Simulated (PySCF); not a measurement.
## Multinuclear NMR of C4H10OSi2

Numbering as in the mapped SMILES `[CH3:1][O:2][C:3]1=[C:4]([CH3:5])[SiH2:6][SiH2:7]1`. Each H is labelled by its parent atom.

Single conformer, one averaged value for each set of equivalent atoms, non-relativistic Hamiltonian, gas phase. Coordinates at the GFN2-xTB level; shielding tensors at PBE0/pcSseg-1 (GIAO); PySCF.

Question: Where does ²⁹Si resonate?

Answer: 
```
atoms                                         environment  σ (ppm)  δ (ppm)
  Si7  silicon bonded to C, Si, 2 H, in a 4-membered ring    419.2    -64.6
  Si6  silicon bonded to C, Si, 2 H, in a 4-membered ring    432.2    -75.3
```

Shieldings were converted by a linear fit to measured shifts: ²⁹Si (scatter 8.9 ppm rms, 25.8 ppm with the 6 outliers that the fit left out vs TMS, solution or neat liquid). A few per cent of atoms miss by over 2 rms, more outside the fitted compound classes.

On a 400 MHz spectrometer ²⁹Si resonates near 79.5 MHz, so 1 ppm is 79.5 Hz.

Question: What are the ¹⁷O shifts?

Answer: 
```csv
atoms,environment,σ (ppm),δ (ppm)
O2,ether oxygen,198.6,85.8
```

Shieldings were converted by a linear fit to measured shifts: ¹⁷O (scatter 10.7 ppm rms, 12.2 ppm with the 3 outliers that the fit left out vs liquid water, solution or neat liquid). Occasional misses reach two or three times the rms, and more in compound classes unlike the fitted ones.

On a 600 MHz spectrometer ¹⁷O resonates near 81.3 MHz, so 1 ppm is 81.3 Hz.
